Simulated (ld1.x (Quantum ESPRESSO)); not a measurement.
## Before and after: TM potential for Mo

```json
{
  "Element": "molybdenum",
  "Generator": "ld1.x (Quantum ESPRESSO) 7.5",
  "Type": "norm-conserving Troullier–Martins (Kleinman–Bylander form)",
  "Functional": "LDA (PZ)",
  "Relativity": "non-relativistic",
  "Frozen core": "[Ar] 3d10 4s2",
  "Valence charge": "12",
  "Reference configuration": "4p6 4d5 5s1 5p0",
  "Partial waves": "5s (bound): rc 2.35 bohr; 4p (bound): rc 1.75 bohr; 4f channel at 0.35 Ry: rc 2.00 bohr; 4d (bound): rc 1.70 bohr",
  "Local potential": "the d channel",
  "Core correction": "a·sin(br)/r model core, default radius (core density twice the valence density)"
}
```

All-electron outer shells of the reference configuration (LDA (PZ), non-relativistic, ld1.x):

```csv
shell,level (eV),outermost node (bohr),outermost maximum (bohr)
4s,-60.81,0.53,1.01
4p,-37.82,0.53,1.08
4d,-4.17,0.53,1.37
5s,-4.03,1.38,3.04
5p,-1.15,1.56,4.11
```

Change: wave 4d (bound): rc 1.70 bohr becomes 4d (bound): rc 2.16 bohr.

Cutoffs: the cutoffs (Ry, on a coarse ladder) from which the occupation-weighted sum of valence levels, in a spherical-Bessel basis at the reference potential, stays within 10 and 1 mRy of its value at 400 Ry; they do not see the model core or the augmentation charge, which bear on the density cutoff. Errors are all-electron minus pseudo energies relative to the spin-unpolarised reference configuration.

Task: How do hardness, ghosts and transferability respond?

Result: The potential gets softer (45 Ry and 55 Ry → 40 Ry and 50 Ry); both files keep a bound ghost (s); of the 9 tests that both files solve, the error grows in 5 and shrinks in 2 by more than 15 % and 0.3 meV (median size 18.1 → 8.1 meV); the range in which the p phases agree widens (upper end 0.9 → at the end of the scan); the range in which the d phases agree narrows (upper end at the end of the scan → 2.4). A larger radius leaves more room for a smooth pseudo-wave, so fewer plane waves are needed.

| quantity | base | changed |
| --- | --- | --- |
| cutoff, loose | 45 Ry | 40 Ry |
| cutoff, tight | 55 Ry | 50 Ry |
| loose cutoff by channel (10 mRy a level) | s 8 Ry, p 21 Ry, d 35 Ry | s 8 Ry, p 21 Ry, d 30 Ry |
| bound ghosts | s | s |
| error for 4p6 4d5 5s0 5p0, meV [ΔE 6.80 eV] | -6.8 | -6.3 |
| error for 4p6 4d4 5s0 5p0, meV [ΔE 22.72 eV] | +3.8 | +0.2 |
| error for 4p6 4d3 5s0 5p0, meV [ΔE 50.03 eV] | -0.9 | -8.1 |
| error for 4p6 4d4 5s1 5p1, meV [ΔE 4.09 eV] | +18 | +0.8 |
| error for 4p6 4d4 5s2 5p0, meV [ΔE 0.76 eV] | -20 | -21 |
| error for 4p6 4d4 5s1 5p0, meV [ΔE 8.57 eV] | +0.9 | -2.7 |
| error for 4p5 4d5 5s1 5p0, meV [ΔE 43.37 eV] | -54 | -86 |
| error for 4p6 4d5 5s1 5p0 (spin-polarised), meV [ΔE -3.88 eV] | +82 | +114 |
| error for 4p6 4d5 5s0 5p0 (spin-polarised), meV [ΔE 3.42 eV] | +60 | +96 |
| s: phases at 2.54 bohr within 0.05 rad from the reference energy up to (Ry; the scan ends near 5) | 0.4 | 0.5 |
| p: phases at 2.54 bohr within 0.05 rad from the reference energy up to (Ry; the scan ends near 5) | 0.9 | to the end of the scan |
| d: phases at 2.54 bohr within 0.05 rad from the reference energy up to (Ry; the scan ends near 5) | to the end of the scan | 2.4 |
| f: phases at 2.54 bohr within 0.05 rad from the reference energy up to (Ry; the scan ends near 5) | 4.7 | 4.3 |

 A true bound ghost makes a file unfit for plane-wave use even where its test errors are small: the radial tests pick states by their node count and pass the ghost by.
